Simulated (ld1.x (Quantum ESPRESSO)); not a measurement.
# Before and after: TM potential for zirconium

zirconium (Zr), norm-conserving Troullier–Martins (Kleinman–Bylander form), made with ld1.x (Quantum ESPRESSO) 7.5 (PBE, scalar-relativistic). Core [Kr], reference 4d2 5s1 5p0 (charge +1). Waves: 5s (bound): rc 3.25 bohr; 4d (bound): rc 2.90 bohr; 5p (bound, empty): rc 3.05 bohr. Local part: the p channel. Core correction: none.

Change: wave 5p (bound): rc 3.05 bohr becomes 5p (bound): rc 4.12 bohr.

Cutoffs: the cutoffs (Ry, on a coarse ladder) from which the occupation-weighted sum of valence levels, in a spherical-Bessel basis at the reference potential, stays within 10 and 1 mRy of its value at 400 Ry; they do not see the model core or the augmentation charge, which bear on the density cutoff. Errors are all-electron minus pseudo energies relative to the spin-unpolarised reference configuration.

Question: How do hardness, ghosts and transferability respond?

Answer: The potential gets neither clearly harder nor softer (21 Ry and 25 Ry → 21 Ry and 25 Ry); the bound ghost in s disappears; of the 7 tests that both files solve, the error grows in 1 and shrinks in 3 by more than 15 % and 0.3 meV (median size 42.2 → 21.7 meV).

```tsv
quantity	base	changed
cutoff, loose	21 Ry	21 Ry
cutoff, tight	25 Ry	25 Ry
bound ghosts	s	none
error for 4d2 5s2 5p0, meV [ΔE -7.14 eV]	-42	+22
error for 4d2 5s0 5p0, meV [ΔE 12.94 eV]	+101	+100
error for 4d1 5s0 5p0, meV [ΔE 35.57 eV]	+297	+295
error for 4d2 5s0 5p2, meV [ΔE -0.92 eV]	+17	+11
error for 4d1 5s2 5p1, meV [ΔE -4.13 eV]	+82	+87
error for 4d2 5s1 5p1, meV [ΔE -4.10 eV]	+4.8	+10
error for 4d2 5s0 5p1, meV [ΔE 3.72 eV]	+14	+11
```

Base: These tests converged, but a pseudo level misses the all-electron one widely, so the file describes the atom poorly there or has found another state: 4d1 5s0 5p0: empty 5s by 3.4 eV. A true bound ghost makes a file unfit for plane-wave use even where its test errors are small: the radial tests pick states by their node count and pass the ghost by.
